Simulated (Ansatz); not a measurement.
`CB(Cl)OC(C)=O` and `CC(=O)[O][SnH3]` differ in one atom or group.

Ansatz, PBE0-D4/def2-TZVP geometries, multiplicity 1. Each molecule was computed in one conformer, which needn't be the lowest. `CC(=O)[O][SnH3]` holds a close contact that its SMILES doesn't draw: Sn···O 2.65 Å.

Elements past krypton have def2 core potentials.

```json
{"property": "HOMO energy (PBE0/def2-TZVPP) / eV", "`CB(Cl)OC(C)=O`": "-8.42"}
{"property": "LUMO energy (PBE/def2-TZVPP) / eV", "`CB(Cl)OC(C)=O`": "-2.00"}
{"property": "size of the dipole moment (B3LYP/def2-TZVPP) / D", "`CB(Cl)OC(C)=O`": "1.92"}
{"property": "HOMO energy (ωB97M-V/def2-TZVPP) / eV", "`CB(Cl)OC(C)=O`": "-10.84"}
{"property": "HOMO energy (B3LYP/def2-TZVPP) / eV", "`CB(Cl)OC(C)=O`": "-8.16"}
{"property": "HOMO–LUMO gap (PBE0/def2-TZVPP) / eV", "`CB(Cl)OC(C)=O`": "7.49"}
```

Q: What does the change do to each property? (Estimate.)

A: Computed: 
```json
{"property": "HOMO energy (PBE0/def2-TZVPP) / eV", "`CC(=O)[O][SnH3]`": "-8.02", "shift": "0.40"}
{"property": "LUMO energy (PBE/def2-TZVPP) / eV", "`CC(=O)[O][SnH3]`": "-1.26", "shift": "0.74"}
{"property": "size of the dipole moment (B3LYP/def2-TZVPP) / D", "`CC(=O)[O][SnH3]`": "0.93", "shift": "-0.99"}
{"property": "HOMO energy (ωB97M-V/def2-TZVPP) / eV", "`CC(=O)[O][SnH3]`": "-10.40", "shift": "0.44"}
{"property": "HOMO energy (B3LYP/def2-TZVPP) / eV", "`CC(=O)[O][SnH3]`": "-7.78", "shift": "0.38"}
{"property": "HOMO–LUMO gap (PBE0/def2-TZVPP) / eV", "`CC(=O)[O][SnH3]`": "7.54", "shift": "0.05"}
```

With PBE0 the HOMO rises by 0.40 eV and the LUMO rises by 0.45 eV, so the gap widens by about 0.05 eV. PBE moves the HOMO by 0.31 eV and ωB97M-V by 0.44 eV. Dipoles are sizes alone; their direction can turn.

B3LYP here is the variant with VWN-RPA as its local correlation; programs differ in this.
